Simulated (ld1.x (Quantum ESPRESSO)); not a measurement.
## An all-electron radial function and its pseudo partner (barium (Ba))

Columns: radius, all-electron u(r) and pseudo u(r) of the 5d shell (level -7.07 eV) of barium in the configuration [Xe] 5d0 6s1 6p0; PBE, scalar-relativistic, TM scheme, ld1.x (Quantum ESPRESSO) 7.5.

```
r (bohr)  all-electron  pseudo
   0.198        0.1556  0.0020
   0.395       -0.1247  0.0151
   0.593       -0.2630  0.0480
   0.790       -0.1807  0.1040
   0.988       -0.0078  0.1814
   1.185        0.1707  0.2720
   1.383        0.3233  0.3663
   1.580        0.4395  0.4523
   1.778        0.5213  0.5226
   1.975        0.5726  0.5718
   2.173        0.6000  0.6003
   2.370        0.6090  0.6102
   2.568        0.6045  0.6058
   2.765        0.5906  0.5914
   2.963        0.5702  0.5705
   3.160        0.5455  0.5456
   3.358        0.5181  0.5181
   3.555        0.4894  0.4894
   3.753        0.4599  0.4599
   3.950        0.4305  0.4305
   4.148        0.4014  0.4014
   4.345        0.3731  0.3731
   4.542        0.3457  0.3457
   4.740        0.3191  0.3191
   4.938        0.2937  0.2937
   5.135        0.2697  0.2697
```

Problem. How many radial nodes do the two functions have?

Solution. The all-electron 5d function has n − l − 1 = 2; the pseudo-wave has 0, since the states of the same l below it are removed with the core.

Problem. At about which radius was the pseudo-wave matched?

Solution. 3.60 bohr. The columns agree to 0.0005 from 2.96 bohr on; several derivatives are matched, so the curves merge somewhat inside the radius.

Problem. Is the pseudo-wave norm-conserving?

Solution. Yes: the TM scheme keeps the norm inside the radius equal to the all-electron one, which fixes the energy derivative of the logarithmic derivative at the level.
